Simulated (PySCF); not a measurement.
A structure optimised at PBE0-D3(BJ)/def2-SVP, used in a PySCF frequency run:

```xyz
7

F      1.5009    -0.0020    -1.0899
C      0.8656     0.3543     0.0000
F      1.5009    -0.0020     1.0899
C     -0.6078     0.0200     0.0000
F     -0.8115    -1.2996     0.0000
F     -1.1811     0.5270     1.0818
F     -1.1811     0.5270    -1.0818
```
Charge 0, spin multiplicity 2.

### Question
Write its SMILES, formula and point group.

### Answer
F[C](F)C(F)(F)F, C2F5, Cs

### Question
What are its rotational constants (standard atomic weights)?

### Answer
3.7784, 2.4216, 1.9885 GHz
